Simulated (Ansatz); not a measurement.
BrFH2OSn (`[OH][SnH]([F])[Br]`). Charge 0, multiplicity 1. Sn takes the def2 core potential.

Cartesian coordinates in Å:
```
O -0.630 -0.284 -1.417
Sn 0.053 -0.252 0.394
F 1.956 -0.213 0.247
Br -0.522 1.875 1.466
H -0.433 0.511 -1.920
H -0.424 -1.637 1.231
```

Task: What are the harmonic wavenumbers in cm⁻¹ at PBE0-D4/def2-TZVP (Ansatz, finite differences of forces, unscaled)? (Best estimate.)

Result: Computed: 108, 136, 164, 205, 271, 533, 549, 633, 658, 869, 2023, 3883.

Task: Is this a minimum?

Result: Yes, all 12 modes are real.

Task: Give the ideal-gas thermochemistry at 298.15 K and 1 bar (rigid rotor, harmonic oscillator; point group C1, symmetry number 1).

Result: Zero-point energy 60.0 kJ/mol; H(298) − E = 79.7 kJ/mol; entropy 355.7 J/(mol·K), of which translation 177.0, rotation 118.5, vibration 60.1; G(298) − E = -26.3 kJ/mol.
